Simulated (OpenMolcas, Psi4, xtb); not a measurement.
# SnH2F2 (SMILES [F][SnH2][F]): the energy, rung by rung

SnH2F2 has 5 atoms, charge 0, and is taken as a singlet. SMILES: `[F][SnH2][F]`. The shape is that of a PBE0-D4/def2-TZVP optimisation.

```tsv
atom	x (Å)	y (Å)	z (Å)
F	-0.3435	-0.3563	1.7414
Sn	0.1289	-0.0732	-0.0862
F	-1.2312	1.1107	-0.7124
H	-0.0874	-1.5471	-0.8891
H	1.5832	0.7921	-0.0950
```

Quantity: the energy change with the Sn2–F3 bond stretched from 1.909 to 2.481 Å, in eV. The values are calculated.

```
                                                                         level                    kind     program  value (eV)  CPU time (all runs)
                                                                        GFN-FF             force field         xtb        1.15            under 2 s
                                     HF/def2-SVP (core potential) (restricted)            Hartree–Fock        Psi4        2.04                 15 s
                                    PBE/def2-SVP (core potential) (restricted)                     GGA  OpenMolcas        1.44                 29 s
                                 r2SCAN/def2-SVP (core potential) (restricted)                meta-GGA  OpenMolcas        1.66                 36 s
               PBE0-D4/def2-SVP (density fitting, core potential) (restricted)           global hybrid        Psi4        1.71                 10 s
                              CAM-B3LYP/def2-SVP (core potential) (restricted)  range-separated hybrid        Psi4        1.81                 46 s
                                wB97M-V/def2-SVP (core potential) (restricted)  range-separated hybrid        Psi4        1.81              4.5 min
B2PLYP/def2-SVP (core potential, density fitting for correlation) (restricted)           double hybrid        Psi4        1.69                 30 s
                                    MP2/def2-SVP (core potential) (restricted)     perturbation theory  OpenMolcas        1.81                5.8 s
                                   CCSD/def2-SVP (core potential) (restricted)   coupled cluster or CI        Psi4        1.81                 47 s
```

The first shape isn't each level's own minimum. The values span 1.15 to 2.04 eV. In the correlated wave-function rows the outer d shell of Sn is correlated, in sets not made for it. CPU times are rough (shared hosts, several kinds of processor): they show what a rung costs within a factor of a few.
